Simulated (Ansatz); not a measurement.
The same path of BrH + Cl4Ti (7 atoms, charge 0, multiplicity 1) was run twice with different band settings. Lost on the way: Ti1–Cl2, Br6–H7. Made: Ti1–Br6, Cl2–H7.

Theory: RKS PBE/def2-SVP in Ansatz.

Relaxed end points:

```xyz
7
Properties=species:S:1:pos:R:3
Ti 0.332 0.000 -0.092
Cl 0.306 0.000 2.102
Cl 2.395 0.000 -0.772
Cl -0.666 1.777 -0.834
Cl -0.666 -1.777 -0.834
Br -3.638 0.000 1.710
H -2.286 0.000 2.208
```

```xyz
7
Properties=species:S:1:pos:R:3
Ti -0.662 0.000 -0.727
Cl 0.074 0.000 3.956
Cl 1.210 0.000 0.366
Cl -0.791 1.775 -1.969
Cl -0.791 -1.775 -1.969
Br -2.437 0.000 0.814
H -0.829 0.000 3.019
```

Common settings: movable images 7; climbing image yes; spring 5.0 eV/Å²; optimiser quadratic models (default); force threshold 0.05 eV/Å; iteration limit 60; end points relaxed.

| run | start path |
| --- | --- |
| 1 | through a guess of the saddle point |
| 2 | straight line |

Question: What does each run give, and how far can it be trusted?

Answer: Run 1: converged after 13 iterations, highest image 0.474 eV above the first end. A vibrational analysis at the climbing image gives one clearly imaginary mode, 80i cm⁻¹, and a faint second one (17i cm⁻¹) that may be numerical noise or a soft torsion: probably a first-order saddle point.
Run 2: converged after 11 iterations, highest image 0.476 eV above the first end. Another band between the same ends (7 images) ends at a top of the same energy, where a vibrational analysis finds 1 clearly imaginary mode.
The orbitals stay closed-shell, which can raise the energy where a bond breaks towards radicals; this wasn't checked here.
